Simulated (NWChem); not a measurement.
The numbers come from NWChem runs, not from measurements. System: H3OSi, charge 0, spin multiplicity 2, at a geometry optimised with UPBE/def2-SVP. The structure started from a generated list of species. Its SCF solution wasn't tested for a lower state. Level: ROCCSD(T)/def2-TZVP, 6 core orbitals frozen.

Part of the output:

```
             Northwest Computational Chemistry Package (NWChem) 7.3.0
             --------------------------------------------------------

                                NWChem Input Module
                                -------------------

 Scaling coordinates for geometry "geometry" by  1.889725989
 (inverse scale =  0.529177249)

 Turning off AUTOSYM since
 SYMMETRY directive was detected!

                             Geometry "geometry" -> ""
                             -------------------------

 Output coordinates in angstroms (scale by  1.889725989 to convert to a.u.)

  No.       Tag          Charge          X              Y              Z
 ---- ---------------- ---------- -------------- -------------- --------------
    1 O                    8.0000    -0.06191900     1.19363600     0.00000000
    2 Si                  14.0000     0.00533000    -0.47377500     0.00000000
    3 H                    1.0000     1.51914000    -0.65681500     0.00000000
    4 H                    1.0000    -0.54920500    -1.12971100    -1.23832600
    5 H                    1.0000    -0.54920500    -1.12971100     1.23832600

 Effective nuclear repulsion energy (a.u.)      55.7523259904

            Nuclear Dipole moment (a.u.)
            ----------------------------
        X                 Y               Z
 ---------------- ---------------- ----------------
    -0.0000037795     0.0000018897     0.0000000000

      Symmetry information
      --------------------

 Group name             Cs
 Group number              2
 Group order               2
 No. of unique centers     4

      Symmetry unique atoms

     1    2    3    4


 Summary of "ao basis" -> "" (spherical)
 ------------------------------------------------------------------------------
       Tag                 Description            Shells   Functions and Types
 ---------------- ------------------------------  ------  ---------------------
 *                         def2-tzvp                  on all atoms

 Summary of "ao basis" -> "ao basis" (spherical)
 ------------------------------------------------------------------------------
       Tag                 Description            Shells   Functions and Types
 ---------------- ------------------------------  ------  ---------------------
 O                         def2-tzvp                11       31   5s3p2d1f
 Si                        def2-tzvp                13       37   5s5p2d1f
 H                         def2-tzvp                 4        6   3s1p
[...]
 pwtce:      F
 qducc:      F
 nacto:                         0
 nrotv:                         0
 nrot:                          0

            Memory Information
            ------------------
          Available GA space size is     249022008 doubles
          Available MA space size is     104849908 doubles

 Maximum block size supplied by input
 Maximum block size        24 doubles

 tile_dim =     24

 -------------------------------------------------
   1    alpha     a'     4 doubles       0       1
   2    alpha     a'     1 doubles       4       2
   3    alpha     a"     2 doubles       5       3
   4    beta      a'     4 doubles       7       4
   5    beta      a"     2 doubles      11       5
   6    alpha     a'    23 doubles      13       6
   7    alpha     a'    24 doubles      36       7
   8    alpha     a"    13 doubles      60       8
   9    alpha     a"    13 doubles      73       9
  10    beta      a'     1 doubles      86      10
  11    beta      a'    23 doubles      87      11
  12    beta      a'    24 doubles     110      12
  13    beta      a"    13 doubles     134      13
  14    beta      a"    13 doubles     147      14

 Global array virtual files algorithm will be used

 Parallel file system coherency ......... OK

 4-electron integrals stored in orbital form

 v2    file size   =          4828333
 4-index algorithm nr.  13 is used
 imaxsize =       30
 imaxsize ichop =        0


CCSD iterations
 ---------------------------------------------------------
 Iter          Residuum       Correlation     Cpu    Wall
 ---------------------------------------------------------
    1   0.1701514351345  -0.3168841654928     1.4     1.4
    2   0.0793512822459  -0.3376368305756     1.4     1.4
    3   0.1207891264757  -0.3427220267612     1.4     1.4
    4   0.1841335666446  -0.3478563817797     1.3     1.3
    5   0.3023704586710  -0.3428999261501     1.3     1.3
    6   0.0037598780726  -0.3469668867352     1.4     1.4
    7   0.0044425092294  -0.3468103512638     1.4     1.4
    8   0.0027648466807  -0.3469485957227     1.4     1.4
    9   0.0058973235451  -0.3468828191668     1.3     1.3
   10   0.0071210685169  -0.3470810777431     1.4     1.4
   11   0.0004611964920  -0.3470502350931     1.4     1.4
   12   0.0003453506517  -0.3470467679330     1.4     1.4
   13   0.0002806932285  -0.3470509778492     1.4     1.4
   14   0.0002930993884  -0.3470476648669     1.4     1.4
   15   0.0003235533382  -0.3470533962765     1.2     1.2
   16   0.0000878820427  -0.3470521751736     1.3     1.3
   17   0.0000639362292  -0.3470504958763     1.2     1.2
   18   0.0000510537247  -0.3470506033688     1.2     1.2
   19   0.0000510902682  -0.3470514780531     1.3     1.3
   20   0.0000489331544  -0.3470511845934     1.2     1.2
   21   0.0000148580523  -0.3470526620025     1.2     1.2
   22   0.0000164574721  -0.3470516917884     1.1     1.1
   23   0.0000199172598  -0.3470520198940     1.3     1.3
   24   0.0000319282430  -0.3470513656364     1.1     1.1
   25   0.0000492373502  -0.3470522886235     1.1     1.1
   26   0.0000031341974  -0.3470516428011     1.2     1.2
   27   0.0000020181826  -0.3470516433800     1.2     1.2
   28   0.0000017605061  -0.3470516832077     1.0     1.0
   29   0.0000014393243  -0.3470517243078     1.1     1.1
   30   0.0000016828788  -0.3470517079368     1.0     1.0
   31   0.0000006635589  -0.3470517779988     1.0     1.0
 -----------------------------------------------------------------
 Iterations converged
 CCSD correlation energy / hartree =        -0.347051777998799
 CCSD total energy / hartree       =      -365.904631976853125

 Singles contributions
    13a'  (beta ) ---    11a'  (beta )        0.1044247378

 Doubles contributions
 CCSD(T)
 Using plain CCSD(T) code
             total no. of tasks          740
 total no. of tasks / no. procs          740
                         wl_min           16           1.6
                         wl_max       884736           9.8
        thresh for no. of tasks          740

 CCSD[T]  correction energy / hartree =        -0.011109803485925
 CCSD[T] correlation energy / hartree =        -0.358161581484724
 CCSD[T] total energy / hartree       =      -365.915741780339033
 CCSD(T)  correction energy / hartree =        -0.010320678066353
 CCSD(T) correlation energy / hartree =        -0.357372456065152
 CCSD(T) total energy / hartree       =      -365.914952654919489

 Task  times  cpu:       80.1s     wall:       80.1s

 Total times  cpu:       80.2s     wall:       80.2s
```

Q: Write an NWChem input that would produce this output.

A: One answer among several that fit: 
```
start mol
memory heap 100 mb stack 700 mb global 1900 mb
geometry units angstroms nocenter noautoz
  O     -0.061919     1.193636     0.000000
  Si     0.005330    -0.473775     0.000000
  H      1.519140    -0.656815     0.000000
  H     -0.549205    -1.129711    -1.238326
  H     -0.549205    -1.129711     1.238326
  symmetry group Cs
end
basis spherical
  * library def2-tzvp
end
scf
  rohf
  nopen 1
  maxiter 100
  thresh 1e-7
  semidirect memsize 60000000 filesize 0
  # guess.movecs holds the orbitals of an unrestricted PBE0 run
  vectors input guess.movecs swap 9 13 output mol.movecs
end
tce
  freeze core 6
  ccsd(t)
  2eorb
  2emet 13
  thresh 1e-6
  maxiter 100
  tilesize 24
end
task tce energy
```
